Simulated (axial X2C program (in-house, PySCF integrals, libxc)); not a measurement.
# AsNC⁻: properties at the nuclei

Calculated with an axial X2C code built on PySCF integrals: two-component X2C with atomic mean-field Coulomb and Gaunt terms, Gaussian nuclei, basis As dyall-v3z, N dyall-av3z, C dyall-v3z with contracted cores.

As–N–C held linear, with bonds 1.879 and 1.175 Å (near the PBE0 minimum at charge -1 of the determinant lowest at the starting distance; the state shown can have its own minimum elsewhere, held linear; other orders of the atoms were not compared).

Determinant lowest in the PBE0 search, Ω = 3/2 (⟨Sz⟩ = 0.50, ⟨Lz⟩ = 1.00 at PBE0), spin on the atoms As 0.50, N -0.06, C 0.06:

```csv
level,Eeff magnitude (GV/cm),Ws magnitude As (kHz),A∥/gI As (MHz),qzz As (a.u.),A∥/gI N (MHz),qzz N (a.u.),A∥/gI C (MHz),qzz C (a.u.)
PBE0,0.268,0.075,269,4.54,-3.25,-0.28,10.4,-0.75
HF,0.678,0.19,280,5.02,-11.2,-0.42,9.96,-0.91
BHandHLYP,0.318,0.0888,290,4.92,-4.27,-0.36,10.3,-0.84
```

Determinant 0.14 eV from it at PBE0 and this distance, Ω = 1/2 (⟨Sz⟩ = -0.50, ⟨Lz⟩ = 1.00 at PBE0), spin on the atoms As -0.50, N 0.06, C -0.06:

```json
{"level": "PBE0", "Eeff magnitude (GV/cm)": "0.0598", "Ws magnitude As (kHz)": "0.0505", "A∥/gI As (MHz)": "1670", "qzz As (a.u.)": "4.38", "A∥/gI N (MHz)": "11.7", "qzz N (a.u.)": "-0.27", "A∥/gI C (MHz)": "37.3", "qzz C (a.u.)": "-0.75"}
{"level": "HF", "Eeff magnitude (GV/cm)": "0.377", "Ws magnitude As (kHz)": "0.317", "A∥/gI As (MHz)": "1510", "qzz As (a.u.)": "4.87", "A∥/gI N (MHz)": "10.5", "qzz N (a.u.)": "-0.42", "A∥/gI C (MHz)": "23", "qzz C (a.u.)": "-0.91"}
{"level": "BHandHLYP", "Eeff magnitude (GV/cm)": "0.0808", "Ws magnitude As (kHz)": "0.0676", "A∥/gI As (MHz)": "1630", "qzz As (a.u.)": "4.76", "A∥/gI N (MHz)": "3.89", "qzz N (a.u.)": "-0.36", "A∥/gI C (MHz)": "31.8", "qzz C (a.u.)": "-0.84"}
```

Eeff is the effective electric field on the electron electric dipole moment in this Ω state and Ws the scalar–pseudoscalar constant of the nucleus named (defined with the proton number Z and per Ω); A∥ (defined per Ω) follows by multiplying with gI = μI/(I μN); qzz is the electric field gradient, eQq0 = 234.96 MHz × Q/barn × qzz. The operators were transformed with the bare-nucleus X2C matrices; with these basis sets, hyperfine constants and field gradients can be off by tens of per cent, and where levels differ in sign neither size nor sign is settled.

Q: With gI(75As) = 0.9597, Q(75As) = 0.311 barn, Q(14N) = 0.02044 barn, gI(13C) = 1.4048 (g factors from the IAEA table of nuclear moments by Stone; Q from Pyykkö, Mol. Phys. 2018), turn the PBE0 values of the first state into constants in MHz.

A: A∥(75As) = 269 × 0.9597 = 258 MHz; eQq0(75As) = 234.96 × (0.311) × (4.54) = 332 MHz; eQq0(14N) = 234.96 × (0.02044) × (-0.28) = -1.34 MHz; A∥(13C) = 10.4 × 1.4048 = 14.6 MHz.

The molecule was held linear; bending was not examined, so a bent shape may lie lower.

Each state is one determinant with collinear spin. Unrestricted Hartree–Fock can overshoot spin polarisation at the nuclei. For an anion, determinants above electron detachment, or with a positive highest level, are held by the basis set. Where Eeff spreads by more than a factor of two the levels disagree and none is to be relied on. The search compared states at one distance, so a state with another bond length can lie lower. Where a field gradient or hyperfine factor spreads by more than a factor of two over the levels, a constant derived from it is not to be relied on. PBE0 term energies can be off by some tenths of an eV.
